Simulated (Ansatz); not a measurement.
```yaml
crystal:
  periodic: [false, false, false]
  atoms:
    - {symbol: B, position_ang: [0.055736, 1.599674, 0.543951]}
    - {symbol: N, position_ang: [-0.082647, 0.237594, -0.033573]}
    - {symbol: Si, position_ang: [-1.390206, -0.204235, -1.179082]}
    - {symbol: Si, position_ang: [0.686140, -1.084686, 0.596848]}
    - {symbol: H, position_ang: [-0.912568, 2.531204, -0.018078]}
    - {symbol: H, position_ang: [0.748833, 1.862815, 1.263199]}
    - {symbol: H, position_ang: [-0.926421, -1.392669, -1.866412]}
    - {symbol: H, position_ang: [-1.267558, 1.094728, -2.201534]}
    - {symbol: H, position_ang: [-0.082831, -2.231187, 0.801305]}
    - {symbol: H, position_ang: [1.355876, -0.628886, 1.902092]}
    - {symbol: H, position_ang: [1.854425, -1.436830, -0.199516]}
basis:
  gaussian: {orbitals: cc-pVDZ}
magnetization: {spin_polarized: true, initial_magnetization: 1}
hamiltonian: {xc: {name: wB97X-V}}
scf: {lower_state_search: light}
output: {forces: true}
```

```sh
$ ansatz run in.yaml --threads 4 --pin off --events-out ev --progress --plain --max-ram 10444MiB
```

Output, abridged:

```
Functional definition: wB97X-V
935 factors; integrals over basis functions are off by at most 9.0e-4 eV
342 factors; integrals over basis functions are off by at most 1.0e-5 eV
mean field evaluation 1: about -18026.8088 eV, gradient 2.8e1 eV
mean field evaluation 2: about -18026.2396 eV, gradient 3.1e1 eV
mean field evaluation 4: about -18030.1951 eV, gradient 6.2e-1 eV
mean field evaluation 8: about -18030.3115 eV, gradient 5.5e-2 eV
mean field evaluation 16: about -18030.3116 eV, gradient 3.6e-4 eV
mean field -18030.31159284 eV, -662.6017296526 hartree, gradient 3.3e-5 eV, S^2 0.751889; 0 other end points of the search recorded, 0 dependent functions left out
reference -18030.31159115 eV, -662.6017295908 hartree; 24, 23 occupied and 75, 76 virtual orbitals, 935 factors
Total energy: -18030.31159115 eV, -662.6017295908 hartree
Atom 0 at     0.055736     1.599674     0.543951 Å, force    -7.090210    -1.342754    -6.894262 eV/Å
Atom 1 at    -0.082647     0.237594    -0.033573 Å, force    -2.116549     3.776876    -0.231772 eV/Å
Atom 2 at    -1.390206    -0.204235    -1.179082 Å, force     0.255691     3.429676    -1.149077 eV/Å
Atom 3 at     0.686140    -1.084686     0.596848 Å, force     4.184958    -0.455332     2.599410 eV/Å
Atom 4 at    -0.912568     2.531204    -0.018078 Å, force     2.258372    -1.868630     1.345005 eV/Å
Atom 5 at     0.748833     1.862815     1.263199 Å, force     4.341628     1.542984     4.480129 eV/Å
Atom 6 at    -0.926421    -1.392669    -1.866412 Å, force     0.249537    -1.024696    -0.411144 eV/Å
Atom 7 at    -1.267558     1.094728    -2.201534 Å, force    -0.613858    -1.628996     0.998766 eV/Å
Atom 8 at    -0.082831    -2.231187     0.801305 Å, force    -1.515923    -1.658880     0.246128 eV/Å
Atom 9 at     1.355876    -0.628886     1.902092 Å, force    -0.464684    -0.344571    -0.250025 eV/Å
Atom 10 at     1.854425    -1.436830    -0.199516 Å, force     0.511038    -0.425677    -0.733157 eV/Å
Dipole moment:    -0.133883    -0.199990    -0.016432 e Å
```

Run time 8 s (4 threads of an Arm Neoverse V1 on a shared host); peak host memory 0.45 GiB.
